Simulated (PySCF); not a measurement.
Method: B3LYP-D3(BJ)/def2-TZVP (PySCF). All species are isolated molecules in the gas phase. B3LYP has the VWN-RPA correlation part, as in Gaussian. 

Reference species (SMILES): `N1CCC=1` (neutral, multiplicity 1).

| Item | Value |
|---|---|
| HOMO | -7.21 eV |
| dipole moment | 2.39 D |
| HOMO–LUMO gap | 6.82 eV |

Changed species: `C=C=NC`.

Task: What does the change do to the HOMO, dipole moment and HOMO–LUMO gap?

Result: the HOMO rises by 0.82 eV, to -6.39 eV; the dipole moment falls by 0.98 D, to 1.41 D; the HOMO–LUMO gap decreases by 0.51 eV, to 6.31 eV.
